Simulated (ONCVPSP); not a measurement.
# zinc (Zn): excitation energies, all-electron against ONCV

- Element: zinc (Zn)
- Generator: ONCVPSP 4.0.1
- Type: optimised norm-conserving Vanderbilt (ONCV)
- Functional: PBE
- Relativity: scalar-relativistic
- Frozen core: [Ne]
- Valence charge: 20
- Reference configuration: 3s2 3p6 3d10 (charge +2)
- Partial waves: 3s: rc 1.15 bohr, ncon 4, nbas 7, qcut 13.7 1/bohr, 2 projectors, debl 2.5 Ha; 3p: rc 0.65 bohr, ncon 4, nbas 8, qcut 13.3 1/bohr, 2 projectors, debl 0.6 Ha; 3d: rc 1.10 bohr, ncon 3, nbas 8, qcut 11.8 1/bohr, 2 projectors, debl 0.3 Ha; f scattering state at 0.04 Ha: rc 1.25 bohr, ncon 4, nbas 7, qcut 8.7 1/bohr, 1 projector
- Local potential: polynomial inside 0.50 bohr (lpopt 5, dvloc0 3 Ha)
- Core correction: Teter function, fcfact 3.25, rcfact 1.35

In the s channel the program set the typed energies aside and used -5.517, 0.250 Ha. In the p channel the program set the typed energies aside and used -3.833, 0.250 Ha. In the d channel the program set the typed energies aside and used -1.134, 0.250 Ha.

Energies are relative to the spin-unpolarised reference configuration 3s2 3p6 3d10; without spin polarisation the order of configurations can differ from experiment.

**Question.** Give the all-electron excitation energy and the error of the potential for: 3s2 3p6 3d10 4s2; 3s2 3p6 3d10 4s1; 3s2 3p6 3d9; 3s2 3p6 3d8.

**Answer.**

| valence configuration | charge | ΔE all-electron (eV) | error AE − PS (meV) |
| --- | --- | --- | --- |
| 3s2 3p6 3d10 4s2 | 0 | -28.331 | +9.1 |
| 3s2 3p6 3d10 4s1 | +1 | -18.443 | +3.9 |
| 3s2 3p6 3d9 | +3 | 40.534 | +19 |
| 3s2 3p6 3d8 | +4 | 102.348 | +181 |
